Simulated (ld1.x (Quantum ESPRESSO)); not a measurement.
Reading a pseudo-wave (Mo (Z = 42))

Columns: radius, all-electron u(r) and pseudo u(r) of the 4d shell (level -5.05 eV) of molybdenum in the configuration [Ar] 3d10 4s2 4p6 4d5 5s0 5p1; PBEsol, scalar-relativistic, TM scheme, ld1.x (Quantum ESPRESSO) 7.5.

```json
{"r (bohr)": "0.105", "all-electron": "0.1375", "pseudo": "-0.0021"}
{"r (bohr)": "0.210", "all-electron": "0.3227", "pseudo": "-0.0159"}
{"r (bohr)": "0.315", "all-electron": "0.3261", "pseudo": "-0.0508"}
{"r (bohr)": "0.420", "all-electron": "0.1928", "pseudo": "-0.1114"}
{"r (bohr)": "0.525", "all-electron": "0.0042", "pseudo": "-0.1964"}
{"r (bohr)": "0.630", "all-electron": "-0.1874", "pseudo": "-0.2992"}
{"r (bohr)": "0.735", "all-electron": "-0.3562", "pseudo": "-0.4095"}
{"r (bohr)": "0.840", "all-electron": "-0.4929", "pseudo": "-0.5155"}
{"r (bohr)": "0.945", "all-electron": "-0.5959", "pseudo": "-0.6072"}
{"r (bohr)": "1.050", "all-electron": "-0.6681", "pseudo": "-0.6780"}
{"r (bohr)": "1.155", "all-electron": "-0.7142", "pseudo": "-0.7253"}
{"r (bohr)": "1.260", "all-electron": "-0.7393", "pseudo": "-0.7508"}
{"r (bohr)": "1.365", "all-electron": "-0.7482", "pseudo": "-0.7581"}
{"r (bohr)": "1.470", "all-electron": "-0.7448", "pseudo": "-0.7518"}
{"r (bohr)": "1.575", "all-electron": "-0.7324", "pseudo": "-0.7365"}
{"r (bohr)": "1.680", "all-electron": "-0.7137", "pseudo": "-0.7155"}
{"r (bohr)": "1.785", "all-electron": "-0.6905", "pseudo": "-0.6911"}
{"r (bohr)": "1.890", "all-electron": "-0.6645", "pseudo": "-0.6646"}
{"r (bohr)": "1.995", "all-electron": "-0.6367", "pseudo": "-0.6367"}
{"r (bohr)": "2.100", "all-electron": "-0.6080", "pseudo": "-0.6080"}
{"r (bohr)": "2.205", "all-electron": "-0.5791", "pseudo": "-0.5791"}
{"r (bohr)": "2.310", "all-electron": "-0.5504", "pseudo": "-0.5504"}
{"r (bohr)": "2.415", "all-electron": "-0.5222", "pseudo": "-0.5222"}
{"r (bohr)": "2.520", "all-electron": "-0.4948", "pseudo": "-0.4948"}
{"r (bohr)": "2.625", "all-electron": "-0.4683", "pseudo": "-0.4683"}
{"r (bohr)": "2.730", "all-electron": "-0.4429", "pseudo": "-0.4429"}
```

Problem. How many radial nodes do the two functions have?

Solution. The all-electron 4d function has n − l − 1 = 1; the pseudo-wave has 0, since the states of the same l below it are removed with the core.

Problem. At about which radius was the pseudo-wave matched?

Solution. 2.10 bohr. The columns agree to 0.0005 from 1.89 bohr on; several derivatives are matched, so the curves merge somewhat inside the radius.

Problem. Is the pseudo-wave norm-conserving?

Solution. Yes: the TM scheme keeps the norm inside the radius equal to the all-electron one, which fixes the energy derivative of the logarithmic derivative at the level.
